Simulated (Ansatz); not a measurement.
Ideal-gas functions of C3H3NSZn, SMILES `S=CN1C=[C]1[ZnH]` at 400 K and 1 bar, from an Ansatz frequency run at PBE0-D4/def2-TZVP.

Molar mass 150.52 g/mol, point group C1 (symmetry number 1), electronic degeneracy 1, moments of inertia 62.385, 738.764, 769.996 u Å². Harmonic wavenumbers (cm⁻¹, unscaled): 49, 95, 156, 276, 300, 404, 478, 481, 540, 726, 746, 854, 905, 1012, 1079, 1349, 1398, 1788, 1980, 3106, 3320.

Use S(trans) = R[1.5 ln M + 2.5 ln T − 1.1517]; rotational temperatures θ = 24.2544 K / I; S(rot) = R[ln(√π/σ · √(T³/θAθBθC)) + 1.5]; for each mode x = 1.438777 ν̃/T, S = R[x/(eˣ − 1) − ln(1 − e⁻ˣ)] and H = RT x/(eˣ − 1); 1 cm⁻¹ = 0.0119627 kJ/mol; R = 8.31446 J/(mol·K).

Question: By hand: the entropy, in J/(mol·K).

Answer: Translation 177.5. Rotation: θ = 0.3888, 0.0328, 0.0315 K, giving 124.5. Vibration, mode by mode: 22.76, 17.28, 13.23, 8.71, 8.07, 5.90, 4.76, 4.72, 3.99, 2.35, 2.22, 1.64, 1.41, 1.04, 0.85, 0.38, 0.33, 0.10, 0.05, 0.00, 0.00, in all 99.8. Electronic 0.0. Sum 401.8 J/(mol·K).

Question: By hand: H − E and G − E in kJ/mol, counted from the electronic energy.

Answer: Zero-point energy ½ × 21042 × 0.0119627 = 125.9; thermal vibration 20.3; translation, rotation and pV give 4 RT = 13.3. H − E = 159.5 kJ/mol, and G − E = 159.5 − 400 × 401.8/1000 = -1.2 kJ/mol.

Vibration gives 25 % of the entropy, 40.0 J/(mol·K) of it from the modes under 150 cm⁻¹: soft modes count most, and the harmonic formula is weakest for them. The sum counts one conformer and one mirror image; others add a mixing term.
